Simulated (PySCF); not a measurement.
## S⁺: ionisation energy

S⁺ [Ne] 3s2 3p3 (4S) → S²⁺ [Ne] 3s2 3p2 (3P), as a difference of total energies. Computed with PySCF 2.14 in def2-TZVPPD (6s6p4d1f, 51 functions), with no relativity, point nucleus. Correlated levels: valence: [Ne] frozen; valence and next inner shell: 1s2 frozen. The calculations carry no spin-orbit coupling.

```csv
method,ionisation energy (eV)
UHF,22.716
LDA,23.402
PBE,23.320
PBE0,23.384
r2SCAN,23.521
wB97X-V,23.152
LC-wPBE,23.485
BHandHLYP,23.139
TPSSh,23.392
MP2 (valence),23.333
SCS-MP2 (valence),23.145
MP2 (valence and next inner shell),23.348
SCS-MP2 (valence and next inner shell),23.159
```

Q: How much does correlation contribute at MP2 (valence and next inner shell)?

A: 23.348 − (22.716) = 0.632 eV, measured against UHF.

A first-order spin-orbit estimate (lowest level to lowest level, LS coupling) adds -0.063 eV.

Errors of the correlated levels include the incompleteness of this basis and the frozen core.

For comparison: 23.338 eV (measured; NIST Atomic Spectra Database, ionization energies).
